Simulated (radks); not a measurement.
The numbers below are computed, except where a source is named.
Excited configurations of Ir IV: one electron is placed in a higher orbital outside [Xe] 4f14 5d5. The ground configuration is [Xe] 4f14 5d6. Code: a radial shooting solver on a logarithmic mesh with Libxc functionals. Model: scalar-relativistic Kohn-Sham, r2SCAN, spin-polarised, spherical densities, finite nucleus; open shells are filled with parallel spins first (spin-orbit coupling, left out, can overturn this in heavy ions); meta-GGA in the generalised Kohn-Sham scheme; Fermi nuclear charge, rms radius 5.4032 fm. Excitation = E - E(ground); binding = E(ion) - E, where the ion is the core of charge +4; n* = 4/sqrt(2 binding) in atomic units, and the quantum defect is n - n*.

| outer orbital | excitation (eV) | binding (eV) | n* | quantum defect | eigenvalue (eV) | <r> (bohr) |
|---|---|---|---|---|---|---|
| 6s | 2.167 | 38.519 | 2.377 | 3.623 | -34.413 | 2.299 |
| 6p | 12.224 | 28.462 | 2.766 | 3.234 | -25.092 | 2.795 |
| 6d | 22.699 | 17.986 | 3.479 | 2.521 | -15.646 | 3.964 |
| 6f | 30.819 | 9.867 | 4.697 | 1.303 | -8.513 | 6.780 |
| 7f | 33.863 | 6.823 | 5.648 | 1.352 | -6.006 | 10.60 |

Estimate the row for 5f.

Answer. excitation (eV) 25.606; binding (eV) 15.080; n* 3.799; quantum defect 1.201; eigenvalue (eV) -12.388; <r> (bohr) 3.696. The Delta-SCF ionisation energy is 40.686 eV (NIST Atomic Spectra Database: 40 eV, theoretical). Self-interaction in the functional shifts the binding energies and quantum defects, so they are the method's values and not measured ones. Open shells are spherical and high-spin; term and fine-structure splittings are not resolved. Spin-orbit splitting is averaged out at the scalar-relativistic level.
